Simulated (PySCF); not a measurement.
CH7Si2 (SMILES [SiH3][CH][SiH3]), doublet, geometry from GFN2-xTB. Base run: B3LYP/cc-pVDZ (PySCF).

The PySCF input:
```python
from pyscf import gto, scf, dft

mol = gto.M(
    atom='''
Si    1.657640    0.183145    0.254401
C     0.063822   -0.175998   -0.633454
Si   -1.683265   -0.112481   -0.000067
H     2.549367   -0.981788    0.165885
H     2.337588    1.320217   -0.382814
H     1.390282    0.494863    1.658034
H     0.168579   -0.464880   -1.673198
H    -2.290976   -1.448757   -0.079825
H    -2.481958    0.795897   -0.834945
H    -1.697068    0.351141    1.386908
''',
    basis='cc-pvdz',
    charge=0,
    spin=1,
    verbose=4,
    symmetry=True,
)

mf = dft.UKS(mol)
mf.xc = 'b3lyp'
mf.kernel()
mf.analyze()
```

The base run was repeated with changes; each row names its change, and settings that it needs were set with it.

```csv
change,ΔE vs base (eV),point group used,SCF cycles
base,0.00,C2,9
"irrep_nelec = A:(12, 11) B:(9, 9)",5.93,C2,11
"irrep_nelec = A:(10, 11) B:(11, 9)",9.67,C2,21
symmetry = off,0.00,C1,9
```

Open shells are given as the SCF converged; they aren't shown to be the lowest states, and a large step between rows can be another state.
